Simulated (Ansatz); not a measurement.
## Ligand exchange: InH3 + GeH2I2 → InH2I + GeH3I

Species: InH3 `[InH3]`, singlet; GeH2I2 `[I][GeH2][I]`, singlet; InH2I `[InH2][I]`, singlet; GeH3I `[GeH3][I]`, singlet. The partners trade H for I: In–H and Ge–I bonds give way to In–I and Ge–H.

Shapes, held fixed at every level: PBE0-D4/def2-TZVP. Programs: Ansatz 0.2.0. The zero-point and thermal change to 298 K, harmonic and unscaled (PBE0-D4/def2-TZVP), is +4.7 kJ/mol.

| level | kind | ΔH(298 K) (kJ/mol) | less CCSD(T)/def2-TZVPP |
| --- | --- | --- | --- |
| HF/def2-SVP | Hartree–Fock | -91.8 | -19.0 |
| HF/def2-TZVPP | Hartree–Fock | -86.6 | -13.8 |
| SPW92/def2-TZVPP | LDA | -69.2 | +3.6 |
| BHLYP-D4/def2-TZVPP | global hybrid | -73.9 | -1.1 |
| PBE0-D4/def2-TZVPP | global hybrid | -70.6 | +2.2 |
| wB97M-V/def2-TZVPP | range-separated hybrid | -71.2 | +1.6 |
| MP2/def2-SVP | perturbation theory | -82.1 | -9.3 |
| CCSD(T)/def2-TZVPP | coupled cluster or CI | -72.8 | 0.0 |

The highest level, CCSD(T)/def2-TZVPP, gives ΔH(298 K) = -72.8 kJ/mol; the levels span -91.8 to -69.2. The column of differences is taken from that level and isn't an error. No measured value is set beside it here. For atoms past krypton def2 sets carry core potentials with scalar relativity. Relativity is left out for Ge unless named. Correlated rows may include outer-core shells of Ge, I, In, which these sets cover unevenly.
